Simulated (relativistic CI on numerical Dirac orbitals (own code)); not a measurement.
These numbers are calculated, not measured: Dirac-Coulomb-Breit CI, separate exchange-only KLI orbitals for each configuration, model QED (radiative potential, 1s self-energy scaled to tabulated hydrogen-like ionisation energies), valence Slater integrals scaled by 0.85, configuration energies shifted to the measured levels that pair with them (semi-empirical) (own radial code, finite nucleus).

CI space (outside the closed core [Ne]): 3s2 3p4, 3s 3p5, 3s2 3p3 3d, 3s2 3p3 4s, 3s2 3p3 5s, 3p6, 3s2 3p2 3d2, 3s 3p4 3d, 3s2 3p3 4p, 3p4 3d2, 3s2 3p3 4d, 3s2 3p3 4f, 3s2 3p3 5p, 3s2 3p3 5d, 3p5 3d, 3s2 3p3 5f, 3s2 3p3 5g, 3s 3p3 3d2, 3s 3p4 4s, 3s 3p4 4p, 3s2 3p2 3d 4s, 3s 3p4 4d, 3s 3p4 5s, 3s 3p4 4f, 3s 3p4 5p, 3s2 3p2 3d 4p, 3s 3p4 5d, 3s 3p4 5f, 3s 3p4 5g. Levels of other configurations are missing.

Configurations whose levels could be paired with our table of measured levels were shifted onto them, all but the ground configuration, by the median error of their levels; single terms can still be off by 1,000 to 2,000 cm⁻¹ or more, and rates follow the energies as ν³ (E1, M1) or ν⁵ (E2). The others borrow a shift and can be off by several thousand cm⁻¹ or more. The fine structure of a lone outer electron comes out too small, for d and f at times inverted, and misplaced configurations move strength between like terms. 28 of the 36 excited levels that our extract of the measured tables holds in this range could be paired (the sources list more); they are missed by 774 cm⁻¹ on average and 3269 at most, after the shifts were fitted to these levels, and levels without a partner can miss by more.

Outline of the computed level scheme of K IV. Lowest level of each configuration: 3s2 3p4 3P_2 at 0.0000 eV; 3s 3p5 3P°_2 at 16.6379 eV; 3s2 3p3 3d 5D°_0 at 21.9621 eV; 3s2 3p3 4s 5S°_2 at 31.0929 eV.

Some strong electric-dipole decays among the lowest 45 levels: 3s2 3p3 3d 3D°_3 → 3s2 3p4 3P_2 (5.6e+10 s⁻¹); 3s2 3p3 3d 3P°_0 → 3s2 3p4 3P_1 (5.1e+10 s⁻¹); 3s2 3p3 3d 3S°_1 → 3s2 3p4 3P_2 (4.8e+10 s⁻¹); 3s2 3p3 3d 3D°_2 → 3s2 3p4 3P_1 (4.3e+10 s⁻¹); 3s2 3p3 3d 3P°_2 → 3s2 3p4 3P_2 (4.0e+10 s⁻¹); 3s2 3p3 3d 1P°_1 → 3s2 3p4 1D_2 (3.4e+10 s⁻¹); 3s2 3p3 3d 3S°_1 → 3s2 3p4 3P_1 (2.6e+10 s⁻¹); 3s2 3p3 3d 3S°_1 → 3s2 3p4 3P_0 (1.7e+10 s⁻¹).

Rates of lines that live on the mixing of spin multiplicities can be off by large factors.

LS names give the leading component of a level, which can be under half, so a name can repeat, a term be missing and a line seem to break the LS rules.
